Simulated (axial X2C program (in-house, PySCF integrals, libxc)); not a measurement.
Bond lengths and stretching modes, held linear, of WOH

Computed with an in-house all-electron X2C program for linear molecules (integrals from PySCF): two-component X2C with atomic mean-field Coulomb and Gaunt terms, Gaussian nuclei, basis W dyall-v3z, O dyall-av3z, H dyall-v3z with contracted cores. Spin-free rows use the one-electron spin-free X2C Hamiltonian.

Masses W 183.951, O 15.995, H 1.008 u. States: 2c Ω = 5/2 (beyond evenly filled blocks: ω = 5/2); spin-free M_S = 5/2, Λ = 0 (beyond evenly filled blocks: σα, π+α, π-α, δ+α, δ-α).

MP2, 2c: energies above the lowest point

| r(W–O) (Å) | r(O–H) (Å) | E (meV) |
| --- | --- | --- |
| 1.8291 | 0.9243 | 90.68 |
| 1.8291 | 0.9480 | 68.32 |
| 1.8291 | 0.9717 | 78.34 |
| 1.8760 | 0.9243 | 23.56 |
| 1.8760 | 0.9480 | 1.41 |
| 1.8760 | 0.9717 | 11.69 |
| 1.8760 | 0.9954 | 49.46 |
| 1.9229 | 0.9243 | 22.08 |
| 1.9229 | 0.9480 | 0.00 |
| 1.9229 | 0.9717 | 10.32 |
| 1.9698 | 0.9480 | 50.61 |
| 1.9698 | 0.9954 | 98.63 |

Q: Fit a quadratic surface with cubic terms in each bond: where is the minimum, and what are the two stretching wavenumbers?

A: At MP2, 2c: bonds 1.900 and 0.952 Å; harmonic stretches 681.1 and 4018.9 cm⁻¹; force constants 4.26, 9.01 and coupling 0.01 mdyn/Å.

The other levels and Hamiltonians give:

| Hamiltonian | level | r(W–O) (Å) | r(O–H) (Å) | lower stretch (cm⁻¹) | upper stretch (cm⁻¹) |
| --- | --- | --- | --- | --- | --- |
| 2c | PBE0 | 1.879 | 0.947 | 703.2 | 4077.4 |
| 2c | HF | 1.917 | 0.930 | 665.7 | 4300.2 |
| 2c | B3LYP | 1.888 | 0.950 | 664.0 | 4016.9 |
| spin-free | PBE0 | 1.882 | 0.947 | 704.1 | 4079.2 |
| spin-free | HF | 1.919 | 0.930 | 665.1 | 4300.9 |
| spin-free | B3LYP | 1.896 | 0.950 | 689.3 | 4023.5 |
| spin-free | MP2 | 1.903 | 0.952 | 681.4 | 4019.5 |

Each state is one determinant, the lowest of a limited PBE0 search; the stretches come from a fit to these few points and carry an uncertainty of a few per cent. Other orders of the atoms were not compared. MP2 freezes inner shells (threshold -2 hartree). The molecule was held linear; bending was not examined, so a bent shape may lie lower. Note: several unpaired electrons, one determinant need not be a pure state.
